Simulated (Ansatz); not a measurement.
Cost and result up the ladder for (AgI)2 ring (Ag2I2) (4 atoms). Total charge 0; singlet. Geometry: PBE0-D4/def2-SVP.

```xyz
4

Ag   -1.3590   -0.3366    0.1673
I     0.3359   -1.9863   -1.2657
Ag    1.3594    0.3360   -0.1661
I    -0.3363    1.9870    1.2645
```

Ansatz on 4 threads of Arm Neoverse N1 on a shared host. Times are rough, and most runs start from the orbitals of an earlier one. CAM-B3LYP-D4/def2-TZVP serves as the yardstick here, not as an exact answer. Differences are given only for rows in sets of like size (and for xTB, whose basis is part of the method), since another set adds its own error. Binding counts from free atoms at the same level (Ag doublet, I doublet; other spins of the atoms weren't run), without zero-point energy or a counterpoise term.

In the def2 sets Ag, I take a core potential; there is no spin–orbit coupling. LC-ωPBE has ω = 0.4 bohr⁻¹. B3LYP takes the VWN-RPA correlation. Correlated methods freeze 8 core orbitals; core or outer-core shells of Ag, I are correlated, in sets that lack core-valence functions. The rows differ in basis, and correlated rows in double-zeta sets carry the largest basis error.

Correlated methods converge slowly with the basis, most of all in double-zeta sets.

```csv
level,functions,wall time,binding energy per atom (eV),difference from CAM-B3LYP-D4/def2-TZVP (eV)
PBE-D4/def2-TZVP,180,3.6 s,1.82,0.10
PBE0-D4/def2-SVP,114,4.1 s,1.79,–
LC-ωPBE/def2-TZVP,180,4.4 s,1.77,0.06
PBE-D4/def2-TZVPD,198,4.7 s,1.82,0.11
HF/def2-TZVP (with forces),180,4.9 s,1.20,-0.52
B3LYP-D4/def2-TZVP,180,6 s,1.69,-0.03
PBE0-D4/def2-TZVP,180,6 s,1.80,0.08
CAM-B3LYP-D4/def2-TZVP,180,6.5 s,1.72,0.00
PBE0-D4/def2-TZVPD,198,7 s,1.80,0.09
r2SCAN-D4/def2-TZVP,180,8 s,1.84,0.13
BHLYP-D4/def2-TZVP,180,8 s,1.71,-0.01
r2SCAN-D4/def2-TZVPD,198,9.5 s,1.84,0.13
B97M-V/def2-TZVP,180,17 s,1.73,0.01
CCSD(T)/def2-SVP,114,58 s,1.74,–
```
